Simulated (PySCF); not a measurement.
SMILES F[Si](F)(F)c1ccc([Si](F)(F)F)cc1 (GFN2-xTB optimised geometry):

```
18

Si    -0.578    -0.763     0.000
F     -1.008     0.763     0.000
F     -0.969    -1.282    -1.448
F      1.008    -0.763     0.000
C     -1.319    -1.740     1.406
C     -0.660    -2.853     1.932
C     -1.213    -3.582     2.966
C     -2.446    -3.227     3.516
C     -3.104    -2.114     2.990
C     -2.552    -1.385     1.956
Si    -3.188    -4.207     4.920
F     -2.790    -3.697     6.370
F     -2.766    -5.735     4.912
F     -4.774    -4.198     4.924
H      0.296    -3.147     1.526
H     -0.684    -4.441     3.353
H     -4.060    -1.820     3.396
H     -3.080    -0.527     1.569
```

Calculation: PBE0/def2-SVP (PySCF).

**Question.** What are the frontier orbital energies and the dipole moment?

**Answer.** HOMO-2 -10.04 eV, HOMO-1 -8.79 eV, HOMO -8.51 eV, LUMO -2.19 eV, LUMO+1 -1.23 eV; dipole moment 0.00 D.

On the same geometry PBE/def2-SVP in PySCF gives HOMO-2 -8.42 eV, HOMO-1 -7.64 eV, HOMO -7.41 eV, LUMO -2.90 eV, LUMO+1 -2.08 eV; dipole moment 0.00 D.

Meta-Löwdin charges at PBE0/def2-SVP: Si1 1.54, F2 -0.46, F3 -0.46, F4 -0.46, C5 -0.25, C6 -0.08, C7 -0.08, C8 -0.25, C9 -0.08, C10 -0.08, Si11 1.54, F12 -0.46, F13 -0.46, F14 -0.46, H15 0.12, H16 0.12, H17 0.12, H18 0.12.
